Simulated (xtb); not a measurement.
H$_{2}$O$_{2}$Zn, singlet, from a rough starting geometry (GFN-xTB shapes and energies of metal compounds can be far from the true ones); xtb with GFN2-xTB.

Here is a job for xtb.
```
$ xtb mol.xyz --gfn 2 --opt vtight --json

# file mol.xyz
5

Zn    -0.00045198     0.20788177     0.04147426
O      1.27407322    -0.11072575    -1.09449189
H      1.75173887     0.52689760    -1.49763563
O     -1.27689300    -0.47693659     0.98138296
H     -1.78544926    -0.05082472     1.58417382
```

What the program printed (banner, timings and long lists left out):

```
   ID    Z sym.   atoms
    1   30 Zn     1
    2    8 O      2, 4
    3    1 H      3, 5

           -------------------------------------------------
          |                Calculation Setup                |
           -------------------------------------------------

           -------------------------------------------------
          |                 G F N 2 - x T B                 |
           -------------------------------------------------

          ...................................................
          :                      SETUP                      :
          :.................................................:
          :  # basis functions                  14          :
          :  # atomic orbitals                  14          :
          :  # shells                            8          :
          :  # electrons                        16          :
          :  max. iterations                   250          :
          :  Hamiltonian                  GFN2-xTB          :
          :  restarted?                      false          :
          :  GBSA solvation                  false          :
          :  PC potential                    false          :
          :  electronic temp.          300.0000000     K    :
          :  accuracy                    1.0000000          :
          :  -> integral cutoff          0.2500000E+02      :
          :  -> integral neglect         0.1000000E-07      :
          :  -> SCF convergence          0.1000000E-05 Eh   :
          :  -> wf. convergence          0.1000000E-03 e    :
          :  Broyden damping             0.4000000          :
          :  net charge                          0          :
          :  unpaired electrons                  0          :
          ...................................................

 iter      E             dE          RMSdq      gap      omega  full diag
   1     -9.7042892 -0.970429E+01  0.853E+00    3.62       0.0  T
   2     -9.7053432 -0.105399E-02  0.483E+00    4.95       1.0  T
   3     -9.6673387  0.380045E-01  0.306E+00    3.23       1.0  T
   4     -9.7438233 -0.764846E-01  0.748E-01    4.11       1.0  T
   5     -9.7439666 -0.143304E-03  0.168E-01    4.17       1.0  T
   6     -9.7439699 -0.334891E-05  0.732E-02    4.18       1.0  T
   7     -9.7439756 -0.568879E-05  0.423E-02    4.18       1.1  T
   8     -9.7439747  0.895086E-06  0.222E-02    4.18       2.0  T
   9     -9.7439758 -0.109256E-05  0.991E-04    4.18      45.1  T
[...]
         :: total energy              -9.675966609277 Eh    ::
 * total energy  :    -9.6759666 Eh     change       -0.1127436E-09 Eh
 * total energy  :    -9.6832556 Eh     change       -0.7288972E-02 Eh
 * total energy  :    -9.6835673 Eh     change       -0.3117545E-03 Eh
 * total energy  :    -9.6836546 Eh     change       -0.8730795E-04 Eh
 * total energy  :    -9.6836888 Eh     change       -0.3419029E-04 Eh
 * total energy  :    -9.6837101 Eh     change       -0.2125505E-04 Eh
 * total energy  :    -9.6837136 Eh     change       -0.3476817E-05 Eh
 * total energy  :    -9.6837179 Eh     change       -0.4363427E-05 Eh
 * total energy  :    -9.6837187 Eh     change       -0.7913446E-06 Eh
 * total energy  :    -9.6837188 Eh     change       -0.9969523E-07 Eh
   *** GEOMETRY OPTIMIZATION CONVERGED AFTER 10 ITERATIONS ***
         :: total energy              -9.683718820221 Eh    ::
[...]
        13                          0.2144437               5.8353
        14                          0.6464320              17.5903
      -------------------------------------------------------------
                  HL-Gap            0.1573148 Eh            4.2808 eV
             Fermi-level           -0.3720794 Eh          -10.1248 eV

     #   Z          covCN         q      C6AA      α(0)
     1  30 Zn       1.481     0.361   120.758    21.466
     2   8 O        1.544    -0.502    23.013     6.472
     3   1 H        0.808     0.321     0.659     1.275
     4   8 O        1.544    -0.502    23.012     6.471
     5   1 H        0.808     0.321     0.659     1.275

 Mol. C6AA /au·bohr⁶  :        479.713276
 Mol. C8AA /au·bohr⁸  :      20739.182984
 Mol. α(0) /au        :         36.959718

Wiberg/Mayer (AO) data.
largest (>0.10) Wiberg bond orders for each atom

 ---------------------------------------------------------------------------
     #   Z sym  total        # sym  WBO       # sym  WBO       # sym  WBO
 ---------------------------------------------------------------------------
     1  30 Zn   2.002 --     2 O    0.988     4 O    0.988
     2   8 O    2.114 --     1 Zn   0.988     3 H    0.880     4 O    0.242
     3   1 H    0.897 --     2 O    0.880
     4   8 O    2.114 --     1 Zn   0.988     5 H    0.880     2 O    0.242
     5   1 H    0.897 --     4 O    0.880
 ---------------------------------------------------------------------------

Topologies differ in total number of bonds
Writing topology from bond orders to xtbtopo.mol

molecular dipole:
                 x           y           z       tot (Debye)
 q only:       -0.003       1.065       0.195
   full:       -0.004       1.550       0.284       4.006
molecular quadrupole (traceless):
                xx          xy          yy          xz          yz          zz
 q only:        1.403       0.441      -1.796      -2.500      -0.422       0.393
  q+dip:        1.313       0.372      -1.753      -2.183      -0.422       0.440
   full:        0.974       0.291      -1.271      -1.757      -0.302       0.297

optimized geometry written to: xtbopt.xyz

           -------------------------------------------------
          | TOTAL ENERGY               -9.683718820221 Eh   |
          | GRADIENT NORM               0.000112313465 Eh/α |
          | HOMO-LUMO GAP               4.280752510382 eV   |
           -------------------------------------------------

normal termination of xtb
```
